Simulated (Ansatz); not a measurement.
(I2In-mu-Cl)2 (In₂I₄Cl₂). The state is a singlet with charge 0. Geometry PBE-D4/def2-SVP.

```tsv
atom	x (Å)	y (Å)	z (Å)
In1	0.032	1.855	-0.133
I2	-0.272	2.848	-2.596
I3	0.377	3.189	2.158
Cl4	1.761	-0.047	-0.230
In5	-0.033	-1.855	0.133
I6	-0.367	-3.180	-2.164
I7	0.263	-2.857	2.594
Cl8	-1.761	0.048	0.237
```

In the def2 sets I, In take a core potential, while STO-3G treats all electrons; there is no spin–orbit coupling.

**Question.** Estimate the orbital energies around the gap (eV) in Ansatz with HF/STO-3G, PBE-D4/def2-TZVP, BLYP-D4/def2-TZVP, PBE0-D4/def2-TZVP, CAM-B3LYP-D4/def2-TZVP.

**Answer.** 
| orbital | HF/STO-3G | PBE-D4/def2-TZVP | BLYP-D4/def2-TZVP | PBE0-D4/def2-TZVP | CAM-B3LYP-D4/def2-TZVP |
| --- | --- | --- | --- | --- | --- |
| HOMO−9 | -9.33 | -8.30 | -8.08 | -9.36 | -10.48 |
| HOMO−8 | -9.15 | -7.92 | -7.71 | -9.03 | -10.15 |
| HOMO−7 | -8.34 | -7.15 | -6.95 | -8.31 | -9.57 |
| HOMO−6 | -8.21 | -7.05 | -6.85 | -8.21 | -9.47 |
| HOMO−5 | -8.13 | -7.01 | -6.81 | -8.17 | -9.41 |
| HOMO−4 | -8.12 | -6.98 | -6.78 | -8.14 | -9.38 |
| HOMO−3 | -7.97 | -6.92 | -6.72 | -8.07 | -9.31 |
| HOMO−2 | -7.96 | -6.90 | -6.70 | -8.05 | -9.28 |
| HOMO−1 | -7.93 | -6.87 | -6.67 | -8.01 | -9.25 |
| HOMO | -7.92 | -6.84 | -6.64 | -7.99 | -9.21 |
| LUMO | 4.40 | -4.04 | -3.95 | -3.33 | -2.44 |
| LUMO+1 | 4.96 | -3.86 | -3.77 | -3.11 | -2.19 |
| LUMO+2 | 5.42 | -2.18 | -2.03 | -1.51 | -0.62 |
| LUMO+3 | 6.80 | -1.08 | -0.93 | -0.38 | 0.47 |
| LUMO+4 | 7.21 | -1.07 | -0.90 | -0.36 | 0.62 |
| LUMO+5 | 7.65 | -1.04 | -0.89 | -0.30 | 0.66 |
